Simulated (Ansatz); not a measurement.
`[F][Sb-]([F])([F])([F])([F])[F]`, 7 atoms. The species carries charge -1 and has multiplicity 1. Correlated methods include outer-core shells of Sb, which these sets cover unevenly. Sb takes the def2 core potential. All runs use 4 threads of an Arm Neoverse V2 on a shared host. Correlated methods freeze the cores.

Question: Give the basis size and wall time and peak host memory of each of these runs in Ansatz. RKS r2SCANh-D4/def2-TZVPPD energy; RHF-CCSD(T)/def2-SVPD energy; RHF-MP2/def2-TZVPPD energy; RKS PBE0-D4/def2-TZVPD frequencies; RKS PBE0-D4/def2-QZVPPD energy; RKS PBE0-D4/def2-SVPD energy; RKS PBE0-D4/def2-TZVPD relaxation (3 steps); RKS ωB97M-V/def2-QZVPPD energy; direct RPA on PBE orbitals/def2-TZVPPD energy; RKS ωB97M-V/def2-SVPD energy; RKS PBE-D4/def2-TZVPPD energy and forces; RKS BLYP-D4/def2-TZVPPD energy. (Estimate.)

Answer: The calculation gave: Other jobs shared the machine, so times are rough.

| level | job | functions | wall time | peak host memory (GiB) |
| --- | --- | --- | --- | --- |
| RKS PBE0-D4/def2-SVPD | energy | 170 | 2.3 s | 0.5 |
| RKS PBE-D4/def2-TZVPPD | energy and forces | 296 | 3.6 s | 0.47 |
| RKS BLYP-D4/def2-TZVPPD | energy | 296 | 3.6 s | 0.47 |
| RKS ωB97M-V/def2-SVPD | energy | 170 | 8.5 s | 0.66 |
| RHF-MP2/def2-TZVPPD | energy | 296 | 8.5 s | 1.1 |
| RKS r2SCANh-D4/def2-TZVPPD | energy | 296 | 8.5 s | 1 |
| RKS PBE0-D4/def2-QZVPPD | energy | 484 | 12 s | 2.1 |
| direct RPA on PBE orbitals/def2-TZVPPD | energy | 296 | 13 s | 1.1 |
| RKS ωB97M-V/def2-QZVPPD | energy | 484 | 27 s | 2.5 |
| RKS PBE0-D4/def2-TZVPD | relaxation (3 steps) | 296 | 33 s | 1.1 |
| RHF-CCSD(T)/def2-SVPD | energy | 170 | 2.2 min | 2.4 |
| RKS PBE0-D4/def2-TZVPD | frequencies | 296 | 4.4 min | 1.1 |
